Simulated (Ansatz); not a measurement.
**A cut through the energy surface**

AlH$_{3}$Se (SMILES [AlH2][SeH]), singlet, at its PBE0-D4/def2-TZVP minimum:

```
5
angstrom
Al -0.4352 -0.5307 0.1668
Se 0.8703 1.3466 0.5229
H -1.2368 -1.0727 1.4151
H -0.4741 -1.1810 -1.2728
H 1.3256 1.3641 -0.8735
```

The angle H4–Al1–Se2 (119.2° at the minimum) is set to the values below, H4, with anything bonded beyond it, turning rigidly in the plane of the angle. Each method's energies count from its own value at the PBE0-D4 minimum structure. Computed with Ansatz 0.2.0 (basis: def2-TZVPP); correlated methods freeze the cores. Filled d shells of the heavier atoms are correlated. The def2 sets are not built for correlating such inner shells, so the correlated values are less sure here. B3LYP uses VWN-RPA correlation.

| angle (°) | CCSD(T) (kJ/mol) | MP2 (kJ/mol) | PBE0-D4 (kJ/mol) | HF (kJ/mol) | PBE-D4 (kJ/mol) |
| --- | --- | --- | --- | --- | --- |
| 101.2 | 17.8 | 18.3 | 16.6 | 20.4 | 15.9 |
| 105.7 | 10.0 | 10.3 | 9.3 | 11.5 | 8.9 |
| 110.2 | 4.5 | 4.7 | 4.1 | 5.2 | 3.9 |
| 114.7 | 1.2 | 1.2 | 1.0 | 1.4 | 1.0 |
| 119.2 | 0.0 | 0.0 | 0.0 | 0.0 | 0.0 |
| 123.7 | 0.9 | 0.9 | 1.0 | 0.9 | 0.9 |
| 128.2 | 3.8 | 3.9 | 4.0 | 4.2 | 3.8 |
| 132.7 | 8.8 | 9.0 | 9.0 | 9.8 | 8.6 |
| 137.2 | 15.9 | 16.3 | 16.1 | 17.8 | 15.4 |

Minimum and curvature along this coordinate at CCSD(T): A fifth-order fit through the nearest points gives 119.6°, with a curvature of about 1.1 meV/deg².

Largest difference from the CCSD(T) curve over the scan: r2SCAN-D4 0.7; B3LYP-D4 0.3; wB97M-V 1.1 kJ/mol. Each curve counts from its own value at the minimum.

The T1 diagnostic stays at or below 0.010.

For scale, one of the runs: CCSD(T)/def2-TZVPP, 132 basis functions (an equivalent command: `ansatz run in.yaml --threads 2`). Hardware: 2 CPU threads, shared host. Wall time 11 s; peak host memory 0.63 GiB.
